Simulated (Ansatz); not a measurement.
The cluster SeS₂. The state is a triplet with charge 0. Geometry PBE0-D4/def2-TZVP; atoms count from 1.

| atom | x (Å) | y (Å) | z (Å) |
| --- | --- | --- | --- |
| S1 | 0.7885 | -0.0682 | -1.2979 |
| S2 | 0.6768 | 0.0417 | 0.6589 |
| Se3 | -1.4653 | 0.0265 | 0.6390 |

At PBE0-D4/def2-TZVP a broken-symmetry singlet of charge 0 lies 0.51 eV below the triplet, each at its own geometry. The structure comes from a short search, and lower isomers may exist.

(1) Estimate the Mulliken populations from the PBE0/def2-TZVP orbitals of Ansatz.

(2) Where does the spin sit?

(3) And the Mayer bond orders between heavy atoms (over 0.3)?

Results:

(1) 
```csv
atom,charge (e),spin (α − β)
S1,-0.09,0.76
S2,0.11,0.40
Se3,-0.02,0.84
```
Mulliken values depend strongly on the basis.

(2) Summed by element: S 1.16, Se 0.84, of 2 unpaired in all. Largest on single atoms: Se3 0.84, S1 0.76, S2 0.40.

(3) S1–S2 1.47 (1.96 Å); S1–Se3 0.58 (2.97 Å); S2–Se3 1.29 (2.14 Å).
